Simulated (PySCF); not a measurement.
# Correlation energy of Al (aluminium, neutral)

[Ne] 3s1 3p2, 3s spin antiparallel (an excited configuration). Computed with PySCF 2.14 in aug-cc-pVQZ-DK (7s6p4d3f2g, 84 functions), with scalar relativity by spin-free X2C-1e. Frozen: [Ne]; 3 electrons correlated.

MP2 pair energies summed by pair of shells (mhartree):

```tsv
pair	energy	share (%)
3s-3p	-46.73	89.2
3p-3p	-5.67	10.8
```

Total MP2 correlation energy: -52.40 mhartree.

Same-spin part -5.67 and opposite-spin part -46.73 mhartree; SCS-MP2 scales them by 1/3 and 6/5 to -57.96 mhartree.
